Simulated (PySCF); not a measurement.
Dipole response of Re (rhenium, neutral)

[Xe] 4f14 5d5 6s2, high-spin 6S determinant. Computed with PySCF 2.14 in def2-TZVPPD with the def2 core potential (60 electrons), with scalar relativity through the core potential. Coupled (time-dependent) response in atomic units; α is the mean over directions.

| method | mean α (bohr³) | C₆ (like pair) | S(−4) |
| --- | --- | --- | --- |
| M06-L | 63.00 | 727.0 | 1478 |

S(−4) is the Cauchy moment in α(ω) = α(0) + S(−4) ω² + …

Reference α: 62 ± 3 bohr³ (recommended; Schwerdtfeger and Nagle, table of static dipole polarizabilities (2023 update)). Published C₆: 663.0 (Gould and Bucko (2016)).

α(iu) at M06-L:

| u (hartree) | α(iu) (bohr³) |
| --- | --- |
| 0 | 63.00 |
| 0.0500 | 59.56 |
| 0.100 | 51.53 |
| 0.200 | 35.01 |
| 0.300 | 24.33 |
| 0.500 | 14.19 |
| 0.750 | 9.098 |
| 1.00 | 6.558 |
| 1.50 | 3.960 |
| 2.00 | 2.654 |
| 3.00 | 1.418 |
| 5.00 | 0.5878 |

A single London oscillator, α(iu) = α/(1 + u²/ω²), gives C₆ = (3/4) ω α². Matching the computed C₆ needs ω = 4 × 727.0 / (3 × 63.00²) = 0.244 hartree.

Energies and moments cover only the electrons outside the core potential. Spin-orbit coupling, which splits the p, d and f shells strongly at this Z, is absent.
